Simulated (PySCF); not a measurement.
Species: C5H8N2O.
Numbering: `[CH3:1][CH:2]([CH3:3])[c:4]1[n:5][n:6][cH:7][o:8]1` (hydrogens: H9, H10, H11 on C1; H12 on C2; H13, H14, H15 on C3; H16 on C7)

Computed, not measured: TDDFT B3LYP/def2-SVPD, vertical, gas phase, core orbitals frozen in the response in PySCF 2.14.0, density-fitted response routines. The structure is a single GFN2-xTB conformer in the gas phase; no vibrational or solvent corrections. Torsions of this conformer, `[CH3:1][CH:2]([CH3:3])[c:4]1[n:5][n:6][cH:7][o:8]1`: C1–C2–C4–N5 61°.

Broadening: Gaussians 0.4 eV wide at half height, area fixed by f = 4.319×10⁻⁹ ∫ε dν̃. The width is an assumption, not a result. The curve ends short of the highest state used, and states not computed would add to its high-energy end.

E (eV), ε (L mol⁻¹ cm⁻¹) and a bar:
```
     4.93          0 
     5.02          0 
     5.12          0 
     5.22          0 
     5.31          0 
     5.41          1 
     5.51          1 
     5.60          1 
     5.70          0 
     5.80          0 
     5.89          2 
     5.99         23 
     6.08        141 
     6.18        742 #
     6.28       2765 #####
     6.37       6726 ###########
     6.47      13002 ######################
     6.57      17798 ##############################
     6.66      17598 ##############################
     6.76      12626 #####################
     6.86       6714 ###########
     6.95       3348 ######
     7.05       1911 ###
     7.15       1651 ###
```

(1) Locate the maxima and give the states behind the curve.

(2) On this curve, what absorbance would a 10⁻³ mol/L sample give at 193 nm over a 1 cm path?

(3) Coming from long wavelengths, where does ε first pass 100 L mol⁻¹ cm⁻¹?

(4) Does any computed singlet lie in the visible range?

## Answers

(1) 188 nm (6.61 eV), ε about 18000, made up of S2 (95%) (ε in L mol⁻¹ cm⁻¹; maxima over ε = 5, shares over 10%). The states used: S1 5.53 eV (f 0.0000); S2 6.61 eV (f 0.260); S3 6.66 eV (f 0.012); S4 7.10 eV (f 0.016); S5 7.12 eV (f 0.0016); S6 7.16 eV (f 0.0003); S7 7.47 eV (f 0.035); S8 7.75 eV (f 0.0036).

(2) 193 nm is 6.424 eV, where ε is about 10000 L mol⁻¹ cm⁻¹, so A = ε c l ≈ 10 (Beer–Lambert, with the gas-phase spectrum and the assumed width).

(3) At about 205 nm (6.06 eV), 0.54 eV above S1.

(4) No computed singlet lies in the visible range (380 to 750 nm); the lowest, at 224 nm, stands 2.26 eV above its violet end (3.26 eV).
